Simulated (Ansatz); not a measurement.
One change: `C#C[SiH](F)CF` becomes `C#C[SiH](O)F`.

Ansatz, PBE0-D4/def2-TZVP geometries, multiplicity 1. Each molecule was computed in one conformer, which needn't be the lowest.

```json
{"property": "HOMO energy (ωB97M-V/def2-TZVPP) / eV", "`C#C[SiH](F)CF`": "-10.71"}
{"property": "size of the dipole moment (ωB97M-V/def2-TZVPP) / D", "`C#C[SiH](F)CF`": "0.81"}
{"property": "zero-point energy (PBE0-D4/def2-TZVP) / kJ/mol", "`C#C[SiH](F)CF`": "160.5"}
{"property": "LUMO energy (PBE/def2-TZVPP) / eV", "`C#C[SiH](F)CF`": "-1.86"}
{"property": "LUMO energy (ωB97M-V/def2-TZVPP) / eV", "`C#C[SiH](F)CF`": "1.06"}
{"property": "HOMO–LUMO gap (B3LYP/def2-TZVPP) / eV", "`C#C[SiH](F)CF`": "7.11"}
```

Task: What does the change do to each property? (Best estimate.)

Result: Computed: 
```json
{"property": "HOMO energy (ωB97M-V/def2-TZVPP) / eV", "`C#C[SiH](O)F`": "-11.01", "shift": "-0.30"}
{"property": "size of the dipole moment (ωB97M-V/def2-TZVPP) / D", "`C#C[SiH](O)F`": "2.26", "shift": "1.45"}
{"property": "zero-point energy (PBE0-D4/def2-TZVP) / kJ/mol", "`C#C[SiH](O)F`": "119.6", "shift": "-40.9"}
{"property": "LUMO energy (PBE/def2-TZVPP) / eV", "`C#C[SiH](O)F`": "-1.48", "shift": "0.38"}
{"property": "LUMO energy (ωB97M-V/def2-TZVPP) / eV", "`C#C[SiH](O)F`": "1.43", "shift": "0.37"}
{"property": "HOMO–LUMO gap (B3LYP/def2-TZVPP) / eV", "`C#C[SiH](O)F`": "7.69", "shift": "0.58"}
```

With PBE0 the HOMO falls by 0.26 eV and the LUMO rises by 0.38 eV, so the gap widens by about 0.64 eV. PBE moves the HOMO by -0.32 eV and ωB97M-V by -0.30 eV. The zero-point energy changes by -40.9 kJ/mol with -6 modes. Dipoles are sizes alone; their direction can turn.

B3LYP here is the variant with VWN-RPA as its local correlation; programs differ in this.
